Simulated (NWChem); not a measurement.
System: BF cation, doublet

Input file for NWChem:

```
start job
memory heap 200 mb stack 900 mb global 1100 mb
charge 1
geometry units angstroms
  B      0.000000     0.000000    -0.778468
  F      0.000000     0.000000     0.436260
end
basis spherical
  B library def2-tzvpd
  F library def2-tzvpd
end
dft
  odft
  mult 2
  xc b3lyp
  iterations 150
end
driver
  maxiter 120
end
task dft optimize
task dft freq
```

Excerpt of the output:

```
             Northwest Computational Chemistry Package (NWChem) 7.3.0
             --------------------------------------------------------

 ORDER OF PRIMARY AXIS IS BEING SET TO 4
 C4V symmetry detected

                             Geometry "geometry" -> ""
                             -------------------------

 Output coordinates in angstroms (scale by  1.889725989 to convert to a.u.)

  No.       Tag          Charge          X              Y              Z
 ---- ---------------- ---------- -------------- -------------- --------------
    1 B                    5.0000     0.00000000     0.00000000    -0.78089657
    2 F                    9.0000     0.00000000     0.00000000     0.43383143

 Effective nuclear repulsion energy (a.u.)      19.6035459831

      Symmetry information
      --------------------

 Group name             C4v
 Group number             18
 Group order               8
 No. of unique centers     2

                                Z-matrix (autoz)
                                --------

 Units are Angstrom for bonds and degrees for angles

      Type          Name      I     J     K     L     M      Value
      ----------- --------  ----- ----- ----- ----- ----- ----------
    1 Stretch                  1     2                       1.21473

                           NWChem Geometry Optimization
                           ----------------------------

 maximum gradient threshold         (gmax) =   0.000450
 rms gradient threshold             (grms) =   0.000300
 maximum cartesian step threshold   (xmax) =   0.001800
 rms cartesian step threshold       (xrms) =   0.001200
 fixed trust radius                (trust) =   0.300000
 source of zmatrix                         =   autoz

          -------------------
          Energy Minimization
          -------------------

 Using diagonal initial Hessian
 Scaling for Hessian diagonals: bonds = 1.00  angles = 0.25  torsions = 0.10

          --------
          Step   0

                                 NWChem DFT Module
                                 -----------------

 Summary of "ao basis" -> "ao basis" (spherical)
 ------------------------------------------------------------------------------
       Tag                 Description            Shells   Functions and Types
 ---------------- ------------------------------  ------  ---------------------
 B                         def2-tzvpd               13       37   6s3p3d1f
 F                         def2-tzvpd               14       40   6s4p3d1f

      Symmetry analysis of basis
      --------------------------

        a1         27
        a2          0
        b1          8
        b2          8
        e          34

            General Information
            -------------------
          SCF calculation type: DFT
          Wavefunction type:  spin polarized.
          No. of atoms     :     2
          No. of electrons :    13
           Alpha electrons :     7
            Beta electrons :     6
          Charge           :     1
          Spin multiplicity:     2
          Use of symmetry is: on ; symmetry adaption is: on
          Maximum number of iterations: 150
          AO basis - number of functions:    77
                     number of shells:    27
          Convergence on energy requested:  1.00D-06
          Convergence on density requested:  1.00D-05
          Convergence on gradient requested:  5.00D-04

              XC Information
              --------------
                         B3LYP Method XC Potential
                     Hartree-Fock (Exact) Exchange  0.200
                        Slater Exchange Functional  0.800 local
                    Becke 1988 Exchange Functional  0.720 non-local
              Lee-Yang-Parr Correlation Functional  0.810
                  VWN I RPA Correlation Functional  0.190 local

             Grid Information
             ----------------
          Grid used for XC integration:  medium
          Radial quadrature: Mura-Knowles
          Angular quadrature: Lebedev.
          Tag              B.-S. Rad. Rad. Pts. Rad. Cut. Ang. Pts.
          ---              ---------- --------- --------- ---------
          B                   0.85       49          10.0       434
          F                   0.50       49          10.0       434
          Grid pruning is: on
          Number of quadrature shells:    98
          Spatial weights used:  Erf1

      Superposition of Atomic Density Guess
      -------------------------------------

 Sum of atomic energies:        -123.95297338

 Renormalizing density from      14.00 to     13

      Non-variational initial energy
      ------------------------------

 Total energy =    -118.380017
 1-e energy   =    -194.866960
 2-e energy   =      56.883397
 HOMO         =      -0.699747
 LUMO         =      -0.331744

   Symmetry analysis of molecular orbitals - initial alpha
   -------------------------------------------------------

 !! scf_movecs_sym_adapt:   16 vectors were symmetry contaminated

  Symmetry fudging

 !! scf_movecs_sym_adapt:   16 vectors were symmetry contaminated

  Numbering of irreducible representations:

     1 a1          2 a2          3 b1          4 b2          5 e

  Orbital symmetries:

     1 a1          2 a1          3 a1          4 a1          5 e
     6 e           7 a1          8 e           9 e          10 a1
    11 a1         12 e          13 e          14 a1         15 b1
    16 b2         17 e

   Symmetry analysis of molecular orbitals - initial beta
   ------------------------------------------------------

 !! scf_movecs_sym_adapt:   16 vectors were symmetry contaminated

  Symmetry fudging

 !! scf_movecs_sym_adapt:   16 vectors were symmetry contaminated

  Numbering of irreducible representations:

     1 a1          2 a2          3 b1          4 b2          5 e

  Orbital symmetries:

     1 a1          2 a1          3 a1          4 a1          5 e
     6 e           7 a1          8 e           9 e          10 a1
    11 a1         12 e          13 e          14 a1         15 b1
    16 b2         17 e

   convergence    iter        energy       DeltaE   RMS-Dens  Diis-err
 ---------------- ----- ----------------- --------- --------- ---------
 d= 0,ls=0.0,diis     1   -123.9614864328 -1.44D+02  1.29D-02  1.19D+00
                                                     1.32D-02  1.12D+00
 d= 0,ls=0.0,diis     2   -121.0327977237  2.93D+00  1.02D-02  8.37D+00
                                                     1.16D-02  8.77D+00
 d= 0,ls=0.0,diis     3   -124.3075392337 -3.27D+00  1.53D-03  1.78D-02
                                                     9.99D-04  1.15D-02
 d= 0,ls=0.0,diis     4   -124.3159587372 -8.42D-03  2.62D-04  1.13D-03
                                                     2.58D-04  1.37D-03
 d= 0,ls=0.0,diis     5   -124.3164618407 -5.03D-04  4.05D-05  2.64D-05
                                                     3.74D-05  4.48D-05
  Resetting Diis
 d= 0,ls=0.0,diis     6   -124.3164753663 -1.35D-05  9.29D-06  8.44D-07
                                                     8.93D-06  7.37D-07
 d= 0,ls=0.0,diis     7   -124.3164758507 -4.84D-07  3.27D-06  1.03D-07
                                                     1.12D-06  1.26D-08

         Total DFT energy =     -124.316475850746
      One electron energy =     -205.396235702871
           Coulomb energy =       75.664654335846
    Exchange-Corr. energy =      -14.188440466843
 Nuclear repulsion energy =       19.603545983122

 Numeric. integr. density =       12.999998354692

                  Occupations of the irreducible representations
                  ----------------------------------------------

                     irrep           alpha         beta
                     --------     --------     --------
                     a1                5.0          4.0
                     a2                0.0          0.0
                     b1                0.0          0.0
                     b2                0.0          0.0
                     e                 2.0          2.0

                    DFT Final Alpha Molecular Orbital Analysis
                    ------------------------------------------

 Vector    5  Occ=1.000000D+00  E=-8.672503D-01  Symmetry=e
              MO Center=  1.4D-14,  3.6D-15,  2.9D-01, r^2= 5.7D-01
   Bfn.  Coefficient  Atom+Function         Bfn.  Coefficient  Atom+Function
  ----- ------------  ---------------      ----- ------------  ---------------
    45      0.411587  2 F  py                48      0.331278  2 F  py
    44      0.253231  2 F  px                47      0.203820  2 F  px
    51      0.168271  2 F  py                 8      0.154940  1 B  py
    50      0.103530  2 F  px                 7      0.095327  1 B  px
    11      0.066389  1 B  py                10      0.040846  1 B  px

 Vector    6  Occ=1.000000D+00  E=-8.672503D-01  Symmetry=e
              MO Center= -6.1D-16,  3.6D-16,  2.9D-01, r^2= 5.7D-01
   Bfn.  Coefficient  Atom+Function         Bfn.  Coefficient  Atom+Function
  ----- ------------  ---------------      ----- ------------  ---------------
    44      0.411587  2 F  px                47      0.331278  2 F  px
    45     -0.253231  2 F  py                48     -0.203820  2 F  py
    50      0.168271  2 F  px                 7      0.154940  1 B  px
    51     -0.103530  2 F  py                 8     -0.095327  1 B  py
    10      0.066389  1 B  px                11     -0.040846  1 B  py

 Vector    7  Occ=1.000000D+00  E=-7.086545D-01  Symmetry=a1
              MO Center=  2.0D-15, -7.4D-15, -1.2D+00, r^2= 9.3D-01
   Bfn.  Coefficient  Atom+Function         Bfn.  Coefficient  Atom+Function
  ----- ------------  ---------------      ----- ------------  ---------------
     3      0.446131  1 B  s                  4      0.442784  1 B  s
     9     -0.350273  1 B  pz                12     -0.219589  1 B  pz
     2     -0.200149  1 B  s                 46      0.123017  2 F  pz
     1     -0.098298  1 B  s                 49      0.097258  2 F  pz
    41     -0.053980  2 F  s                 42      0.027364  2 F  s

[...]

      ----------------------
      Optimization converged
      ----------------------

  Step       Energy      Delta E   Gmax     Grms     Xrms     Xmax
  ---- ---------------- -------- -------- -------- -------- --------
@    1    -124.31647585  6.0D-10  0.00003  0.00003  0.00010  0.00017
                                     ok       ok       ok       ok

                                Z-matrix (autoz)
                                --------

 Units are Angstrom for bonds and degrees for angles

      Type          Name      I     J     K     L     M      Value     Gradient
      ----------- --------  ----- ----- ----- ----- ----- ---------- ----------
    1 Stretch                  1     2                       1.21490    0.00003

                         Geometry "geometry" -> "geometry"
                         ---------------------------------

 Output coordinates in angstroms (scale by  1.889725989 to convert to a.u.)

  No.       Tag          Charge          X              Y              Z
 ---- ---------------- ---------- -------------- -------------- --------------
    1 B                    5.0000     0.00000000     0.00000000    -0.78098417
    2 F                    9.0000     0.00000000     0.00000000     0.43391903

 Effective nuclear repulsion energy (a.u.)      19.6007188757

      Symmetry information
      --------------------

 Group name             C4v
 Group number             18
 Group order               8
 No. of unique centers     2

                Final and change from initial internal coordinates
                --------------------------------------------------

                                Z-matrix (autoz)
                                --------

 Units are Angstrom for bonds and degrees for angles

      Type          Name      I     J     K     L     M      Value       Change
      ----------- --------  ----- ----- ----- ----- ----- ---------- ----------
    1 Stretch                  1     2                       1.21490    0.00018

 ==============================================================================
                                internuclear distances
 ------------------------------------------------------------------------------
       center one      |      center two      | atomic units |  angstroms
 ------------------------------------------------------------------------------
    2 F                |   1 B                |     2.29583  |     1.21490
 ------------------------------------------------------------------------------
                         number of included internuclear distances:          1
 ==============================================================================

[second-derivative integrals and response iterations left out]

  Vibrational analysis via the FX method

  See chapter 2 in "Molecular Vibrations" by Wilson, Decius and Cross

  Vib: Default input used

 ---------------------------- Atom information ----------------------------
     atom    #        X              Y              Z            mass
 --------------------------------------------------------------------------
    B        1  0.0000000D+00  0.0000000D+00 -1.4758461D+00  1.1009310D+01
    F        2  0.0000000D+00  0.0000000D+00  8.1998807D-01  1.8998400D+01
 --------------------------------------------------------------------------

[unprojected Hessian and modes left out]

        Vibrational analysis via the FX method
  --- with translations and rotations projected out ---
  --- via the Eckart algorithm                      ---
 Dependent rotation vector no.                    3
  found in ECKART; assuming linear geometry
 Projected Nuclear Hessian trans-rot subspace norm:1.2326D-32
                         (should be close to zero!)

[projected Hessian left out]

 Rotational Constants
 --------------------
 A=   0.000000 cm-1  (  0.000000 K)
 B=   1.638598 cm-1  (  2.357525 K)
 C=   1.638598 cm-1  (  2.357525 K)

 Temperature                      =   298.15K
 frequency scaling parameter      =   1.0000

 Linear Molecule

 Zero-Point correction to Energy  =    2.411 kcal/mol  (  0.003842 au)
 Thermal correction to Energy     =    3.893 kcal/mol  (  0.006204 au)
 Thermal correction to Enthalpy   =    4.485 kcal/mol  (  0.007147 au)

 Total Entropy                    =   47.719 cal/mol-K
   - Translational                =   36.114 cal/mol-K (mol. weight =  30.0077)
   - Rotational                   =   11.600 cal/mol-K (symmetry #  =        1)
   - Vibrational                  =    0.005 cal/mol-K

 Cv (constant volume heat capacity) =    5.004 cal/mol-K
   - Translational                  =    2.979 cal/mol-K
   - Rotational                     =    1.986 cal/mol-K
   - Vibrational                    =    0.038 cal/mol-K

[normal modes left out]

 ----------------------------------------------------------------------------
 Normal Eigenvalue ||           Projected Infra Red Intensities
  Mode   [cm**-1]  || [atomic units] [(debye/angs)**2] [(KM/mol)] [arbitrary]
 ------ ---------- || -------------- ----------------- ---------- -----------
    1       -0.000 ||    0.033326           0.769        32.488       5.257
    2        0.000 ||    0.082189           1.896        80.122      12.966
    3        0.000 ||    0.082189           1.896        80.122      12.966
    4        0.000 ||    0.000126           0.003         0.122       0.020
    5        0.000 ||    0.000126           0.003         0.122       0.020
    6     1687.203 ||    0.182377           4.208       177.790      28.771
 ----------------------------------------------------------------------------
```

Level: B3LYP/def2-TZVPD, spin-unrestricted. No stability test was run on the SCF state.
